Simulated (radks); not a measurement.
Problem. These are the eigenvalues of the occupied orbitals of an atom or ion with whole-number occupations (eV). Method: scalar-relativistic Kohn-Sham, LDA (Slater exchange, Perdew-Wang correlation), spin-unpolarised, spherical densities, finite nucleus; Fermi nuclear charge, rms radius of each element as measured or else 0.836 A^(1/3) + 0.57 fm; computed with a radial shooting solver on a logarithmic mesh with Libxc functionals.

| orbital | eigenvalue |
|---|---|
| 1s | -33282.52 |
| 2s | -6490.733 |
| 2p | -6009.418 |
| 3s | -2358.428 |
| 3p | -2205.097 |
| 3d | -2007.082 |

Which element is it, and in what charge state? The configuration may be excited.

Solution. Z = 52, tellurium, charge +33: Te33+ in [Ne] 3s1 3p6 3d2. The list shows which subshells hold electrons but not how many an open one holds; the 1s level, -1223.1 hartree, gives Z - s = 49.5 by -(Z - s)^2/2, which with screening and relativity narrows Z to a few neighbours, and the depths of the outer levels then fix element, charge and occupations together.
